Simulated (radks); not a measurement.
Task: The mean radii <r> (bohr) of the occupied orbitals of an atom or ion are listed with their occupations. All-electron calculation, Dirac Kohn-Sham, PBE, spin-unpolarised, spherical densities, point nucleus. Program: a radial shooting solver on a logarithmic mesh with Libxc functionals.

orbital     occ.      <r>
1s1/2          2  0.06346
2s1/2          2   0.2838
2p1/2    1.66667   0.2473
2p3/2    3.33333   0.2499

Name the element and its charge. Open shells, if any, are shared by 2j + 1.

Result: Z = 24, chromium, charge +15: Cr15+ in [He] 2s2 2p5. The 1s radius gives Z: for a bare nucleus <r> = (2 gamma + 1)/(2Z) with gamma = sqrt(1 - (Z/c)^2), 0.06186 bohr for Z = 24, and screening makes it slightly larger (0.06346 here). The occupations add up to 9, and the charge is Z minus that.
